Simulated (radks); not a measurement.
The antimony anion Sb3-, [Xe], held by a Watson sphere: a shell of charge +3 at radius R that stands for the Madelung well of a crystal (potential energy -3/R inside, -3/r outside, in hartree with lengths in bohr). Calculated with a radial shooting solver on a logarithmic mesh with Libxc functionals: scalar-relativistic Kohn-Sham, PBE, spin-unpolarised, spherical densities, point nucleus. Response by self-consistent Sternheimer equations with the Hartree and adiabatic LDA kernel, the relativistic mass of each level held fixed and spin-orbit coupling left out. The sphere does not respond.

R (bohr)	e(4d) (eV)	e(5s) (eV)	e(5p) (eV)	<r> 5p (bohr)	sum of <r^2> (bohr^2)	X-ray form factor at sin(theta)/lambda = 0.1 1/angstrom	alpha (bohr^3)
2.86	-32.259	-13.969	-6.560	2.898	91.08	48.660	59.58
2.87	-32.239	-13.941	-6.544	2.902	91.26	48.653	59.94
3.07	-31.876	-13.414	-6.226	2.982	94.91	48.522	67.66
3.72	-31.115	-12.009	-5.230	3.239	107.2	48.141	101.2
5.11	-30.255	-10.228	-3.577	3.760	135.8	47.570	235.5
